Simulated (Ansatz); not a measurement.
Ideal-gas functions of CH5BSSi (`C[SiH]1BS1`) at 600 K and 1 bar, from an Ansatz frequency run at PBE0-D4/def2-TZVP.

Molar mass 88.02 g/mol, point group C1 (symmetry number 1), electronic degeneracy 1, moments of inertia 51.473, 164.958, 183.545 u Å². Harmonic wavenumbers (cm⁻¹, unscaled): 132, 178, 217, 434, 577, 627, 677, 711, 752, 774, 865, 881, 924, 1273, 1443, 1447, 2227, 2717, 3052, 3133, 3152.

Use S(trans) = R[1.5 ln M + 2.5 ln T − 1.1517]; rotational temperatures θ = 24.2544 K / I; S(rot) = R[ln(√π/σ · √(T³/θAθBθC)) + 1.5]; for each mode x = 1.438777 ν̃/T, S = R[x/(eˣ − 1) − ln(1 − e⁻ˣ)] and H = RT x/(eˣ − 1); 1 cm⁻¹ = 0.0119627 kJ/mol; R = 8.31446 J/(mol·K).

Question: By hand: the entropy, in J/(mol·K).

Answer: Translation 179.2. Rotation: θ = 0.4712, 0.147, 0.1321 K, giving 116.5. Vibration, mode by mode: 17.91, 15.46, 13.84, 8.35, 6.25, 5.67, 5.14, 4.82, 4.45, 4.27, 3.59, 3.49, 3.22, 1.66, 1.20, 1.19, 0.25, 0.09, 0.05, 0.04, 0.04, in all 101.0. Electronic 0.0. Sum 396.7 J/(mol·K).

Question: By hand: H − E and G − E in kJ/mol, counted from the electronic energy.

Answer: Zero-point energy ½ × 26193 × 0.0119627 = 156.7; thermal vibration 33.1; translation, rotation and pV give 4 RT = 20.0. H − E = 209.8 kJ/mol, and G − E = 209.8 − 600 × 396.7/1000 = -28.2 kJ/mol.

Vibration gives 25 % of the entropy, 17.9 J/(mol·K) of it from the mode under 150 cm⁻¹: soft modes count most, and the harmonic formula is weakest for them. The sum counts one conformer and one mirror image; others add a mixing term.
